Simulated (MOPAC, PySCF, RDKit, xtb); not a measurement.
Torsional profile of SMILES C=Cc1ccccc1[Si](C)(C)C (C₁₁H₁₆Si). Scanned: dihedral C1–C2–C3–C4; all other coordinates were relaxed at GFN2-xTB. Points at φ and −φ are mirror images. Heavy atoms are numbered in the order of the SMILES C=Cc1ccccc1[Si](C)(C)C, hydrogens after them in the order of the atoms that carry them; the mirror image has the same energies with the sign of each dihedral reversed.

MMFF94 // GFN2-xTB (RDKit); PM6, restricted, heats of formation // GFN2-xTB (MOPAC); GFN1-xTB // GFN2-xTB (xtb); RKS-B3LYP/6-31G* = restricted B3LYP/6-31G*, spherical d, density fitting // GFN2-xTB in PySCF.

Energies relative to the lowest point of each profile, in eV; the last columns give the difference from RKS-B3LYP:

```
φ / °  MMFF94    PM6  GFN1-xTB  RKS-B3LYP/6-31G*  MMFF94 − RKS-B3LYP/6-31G*  PM6 − RKS-B3LYP/6-31G*  GFN1-xTB − RKS-B3LYP/6-31G*
-----  ------  -----  --------  ----------------  -------------------------  ----------------------  ---------------------------
-160    0.515  0.227     0.136             0.192                      0.323                   0.035                       -0.055
-140    0.311  0.131     0.073             0.171                      0.140                  -0.040                       -0.098
-120    0.119  0.059     0.057             0.149                     -0.030                  -0.091                       -0.092
-100    0.021  0.012     0.060             0.135                     -0.114                  -0.123                       -0.075
-80     0.000  0.000     0.059             0.115                     -0.115                  -0.115                       -0.056
-60     0.015  0.005     0.032             0.063                     -0.048                  -0.057                       -0.031
-40     0.075  0.022     0.004             0.010                      0.064                   0.011                       -0.007
-20     0.158  0.058     0.000             0.000                      0.158                   0.058                        0.000
0       0.226  0.085     0.011             0.019                      0.207                   0.067                       -0.008
20      0.158  0.058     0.000             0.000                      0.158                   0.058                        0.000
40      0.075  0.022     0.004             0.010                      0.064                   0.011                       -0.007
60      0.015  0.005     0.032             0.063                     -0.048                  -0.057                       -0.031
80      0.000  0.000     0.059             0.115                     -0.115                  -0.115                       -0.056
100     0.021  0.012     0.060             0.135                     -0.114                  -0.123                       -0.075
120     0.119  0.059     0.057             0.149                     -0.030                  -0.091                       -0.092
140     0.311  0.131     0.073             0.171                      0.140                  -0.040                       -0.098
160     0.515  0.227     0.136             0.192                      0.323                   0.035                       -0.055
180     0.599  0.287     0.196             0.200                      0.398                   0.086                       -0.005
```

MMFF94 is furthest from RKS-B3LYP/6-31G* at 180 (0.398 eV, above); its mean absolute difference over the points is 0.144 eV.

PM6 is furthest from RKS-B3LYP/6-31G* at -100 (-0.123 eV, below); its mean absolute difference over the points is 0.067 eV.

GFN1-xTB is furthest from RKS-B3LYP/6-31G* at -140 (-0.098 eV, below); its mean absolute difference over the points is 0.047 eV.

MMFF94 has few fitted parameters for silicon.
